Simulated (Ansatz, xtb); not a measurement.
**C4H4F2S: which of two isomers lies lower**

Structure X is `F[C@@H]1C=CS[C@H]1F`, a singlet and structure Y is `FC1=CS[C@H](F)C1`, a singlet. Both are isolated molecules in the gas phase, relaxed with B3LYP-D3(BJ)/def2-SVP; the shapes shown needn't be the lowest conformers.

X (Å):

```yaml
atoms:
  - { symbol: C, position_ang: [0.6298, -0.8658, -0.4506] }
  - { symbol: C, position_ang: [-0.1359, -0.3985, 0.7490] }
  - { symbol: C, position_ang: [-0.0816, 0.9255, 0.9489] }
  - { symbol: C, position_ang: [1.5694, 0.2731, -0.8942] }
  - { symbol: F, position_ang: [-0.2378, -1.1761, -1.4911] }
  - { symbol: F, position_ang: [2.8388, 0.0220, -0.4338] }
  - { symbol: S, position_ang: [0.9307, 1.8388, -0.1774] }
  - { symbol: H, position_ang: [1.2551, -1.7544, -0.2584] }
  - { symbol: H, position_ang: [-0.7251, -1.0851, 1.3583] }
  - { symbol: H, position_ang: [-0.6092, 1.4788, 1.7286] }
  - { symbol: H, position_ang: [1.5926, 0.3476, -1.9915] }
```

Y (Å):

```csv
atom,x (Å),y (Å),z (Å)
C,-0.4288,-0.0933,-0.4433
C,-0.3857,-1.1789,0.3345
C,1.8412,0.1187,0.3852
C,0.8774,0.5961,-0.7018
F,-1.5295,0.3839,-1.0299
F,1.8265,1.0041,1.4396
S,1.2472,-1.5394,0.9362
H,-1.2290,-1.8173,0.5951
H,2.8804,0.0201,0.0394
H,0.7929,1.6931,-0.6576
H,1.2582,0.3254,-1.7030
```

Quicker runs give these differences E(Y) − E(X): GFN2-xTB −2.43 kcal/mol; HF/STO-3G −5.37 kcal/mol (at GFN2-xTB geometries); r2SCAN-D4/def2-SVP −1.72 kcal/mol (at GFN2-xTB geometries).

Question: Estimate E(Y) − E(X) at the level CCSD(T)/def2-SVP + ΔMP2/def2-TZVPP.

Answer: Too close to call at this level: CCSD(T)/def2-SVP + ΔMP2/def2-TZVPP gives E(Y) − E(X) = +0.52 kcal/mol.

The same difference at several levels:

| level | geometry | E(Y) − E(X) (kcal/mol) | departure from the last row (kcal/mol) | job, with rough time for the two |
| --- | --- | --- | --- | --- |
| GFN2-xTB | GFN2-xTB | −2.43 | −2.95 | optimisation, 0.16 s |
| HF/STO-3G | GFN2-xTB | −5.37 | −5.88 | single point, 0.48 s |
| r2SCAN-D4/def2-SVP | GFN2-xTB | −1.72 | −2.24 | single point, 7.8 s |
| B3LYP-D3(BJ)/def2-SVP | B3LYP-D3(BJ)/def2-SVP | −1.20 | −1.72 | optimisation, 62 s |
| HF/def2-SVP | B3LYP-D3(BJ)/def2-SVP | +0.84 | +0.32 | part of the CCSD(T) run |
| MP2/def2-SVP | B3LYP-D3(BJ)/def2-SVP | −0.77 | −1.29 | part of the CCSD(T) run |
| CCSD(T)/def2-SVP | B3LYP-D3(BJ)/def2-SVP | −0.36 | −0.88 | single point |
| CCSD(T)/def2-SVP + ΔMP2/def2-TZVPP | B3LYP-D3(BJ)/def2-SVP | +0.52 |  | single point, 96 s |

As drawn, both hold the same kinds of bond in the same numbers.

The largest departure from CCSD(T)/def2-SVP + ΔMP2/def2-TZVPP is that of HF/STO-3G, 5.88 kcal/mol. The last row adds to CCSD(T) the change of the MP2 difference between the two basis sets, here +0.88 kcal/mol.

With thermal terms from frequencies at re-optimised GFN2-xTB minima (ideal gas, soft modes damped towards free rotors, one conformer each, 298.15 K, 1 atm): the zero-point term adds +0.14 kcal/mol; ΔH is +0.73 and ΔG +0.60 kcal/mol.

The correlated steps freeze 11 core orbitals. Codes used: Ansatz 0.2.0, xtb 6.7.1; the last row on 2 threads of Arm Neoverse V1 on a shared host.
